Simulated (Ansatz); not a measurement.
`C[S][SbH2]` and `CS[AsH2]` differ in one element.

Ansatz, PBE0-D4/def2-TZVP geometries, multiplicity 1. 

Elements past krypton have def2 core potentials. Scalar relativity is left out up to krypton.

```csv
property,`C[S][SbH2]`
size of the dipole moment (B3LYP/def2-TZVPP) / D,1.75
LUMO energy (B3LYP/def2-TZVPP) / eV,-1.25
LUMO energy (PBE/def2-TZVPP) / eV,-1.79
HOMO–LUMO gap (PBE/def2-TZVPP) / eV,3.71
HOMO energy (B3LYP/def2-TZVPP) / eV,-6.47
zero-point energy (PBE0-D4/def2-TZVP) / kJ/mol,137.5
```

Q: What does the change do to each property? (An estimate is asked.)

A: Computed: 
```
                                        property  `CS[AsH2]`  shift
size of the dipole moment (B3LYP/def2-TZVPP) / D        1.13  -0.62
             LUMO energy (B3LYP/def2-TZVPP) / eV       -0.70   0.55
               LUMO energy (PBE/def2-TZVPP) / eV       -1.34   0.45
             HOMO–LUMO gap (PBE/def2-TZVPP) / eV        4.16   0.45
             HOMO energy (B3LYP/def2-TZVPP) / eV       -6.49  -0.02
  zero-point energy (PBE0-D4/def2-TZVP) / kJ/mol       143.4    5.9
```

Dipoles are sizes alone; their direction can turn.

B3LYP here is the variant with VWN-RPA as its local correlation; programs differ in this.

Spin–orbit coupling is left out; it splits and shifts lone-pair levels of the heavy atoms by tenths of an eV.
